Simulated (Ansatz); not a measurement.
BFH3InO, SMILES `O[B](F)[InH2]`, 7 atoms. The species carries charge 0 and has multiplicity 1. Correlated methods include outer-core shells of In, which these sets cover unevenly. In: def2 effective core potential. All runs use 2 threads of an Arm Neoverse V1 on a shared host. Correlated methods freeze the cores.

**Question.** How many basis functions does each run have, and how long does it take in Ansatz? RKS PBE0-D4/def2-TZVPP energy; RKS PBE0-D4/def2-TZVP frequencies; RKS B2PLYP (frozen core)/def2-TZVPP energy; RKS PBE0-D4/def2-TZVP relaxation (15 steps); RKS ωB97M-V/def2-QZVPP energy; RHF-MP2/def2-QZVPP energy; RHF-CCSD(T)/def2-SVP energy; RKS PBE0-D4/def2-SVP energy; direct RPA on PBE orbitals/def2-TZVPP energy; RHF-CCSD(T)/def2-TZVPP energy; RKS PBE0-D4/def2-QZVPP energy; RKS r2SCAN-D4/def2-TZVPP energy and forces. (Estimate.)

**Answer.** Ansatz gave: Other jobs shared the machine, so times are rough.

```csv
level,job,functions,wall time,peak host memory (GiB)
RKS PBE0-D4/def2-SVP,energy,83,1.4 s,0.15
RKS PBE0-D4/def2-TZVPP,energy,185,2.8 s,0.35
RHF-CCSD(T)/def2-SVP,energy,83,4.6 s,0.29
RKS B2PLYP (frozen core)/def2-TZVPP,energy,185,5.5 s,0.41
RKS r2SCAN-D4/def2-TZVPP,energy and forces,185,5.5 s,0.21
RKS PBE0-D4/def2-QZVPP,energy,343,6.5 s,0.82
direct RPA on PBE orbitals/def2-TZVPP,energy,185,6.5 s,0.38
RHF-MP2/def2-QZVPP,energy,343,15 s,1.3
RKS ωB97M-V/def2-QZVPP,energy,343,19 s,1
RKS PBE0-D4/def2-TZVP,relaxation (15 steps),161,57 s,0.34
RHF-CCSD(T)/def2-TZVPP,energy,185,100 s,2.2
RKS PBE0-D4/def2-TZVP,frequencies,161,110 s,0.34
```
